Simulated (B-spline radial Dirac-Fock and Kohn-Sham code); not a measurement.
## Relativistic shifts of the levels of W⁵²⁺

System: the W⁵²⁺ ion, [Ar] 3d4.

Both columns are ΔSCF binding energies of the configuration average from an atomic code on a B-spline grid: non-relativistic Hartree-Fock with a point nucleus, and Dirac-Fock with a finite nucleus and the Coulomb interaction alone, averaged over the two j levels with weights 2j+1.

| shell | Hartree-Fock (eV) | Dirac-Fock (eV) | shift (eV) | shift (%) |
| --- | --- | --- | --- | --- |
| 1s | 67588.1 | 73305.8 | +5717.71 | +8.46 |
| 2s | 13919.0 | 15485.4 | +1566.38 | +11.25 |
| 2p | 13481.7 | 14032.8 | +551.12 | +4.09 |
| 3s | 5340.9 | 5790.5 | +449.57 | +8.42 |
| 3p | 5148.9 | 5340.0 | +191.05 | +3.71 |
| 3d | 4861.8 | 4878.6 | +16.85 | +0.35 |

Relativity binds 1s, 2s, 2p, 3s, 3p, 3d more strongly, among those listed most of all 2s in relative terms.

Values without a named source are computed, but for edge energies of neutral atoms, which are taken from tables.
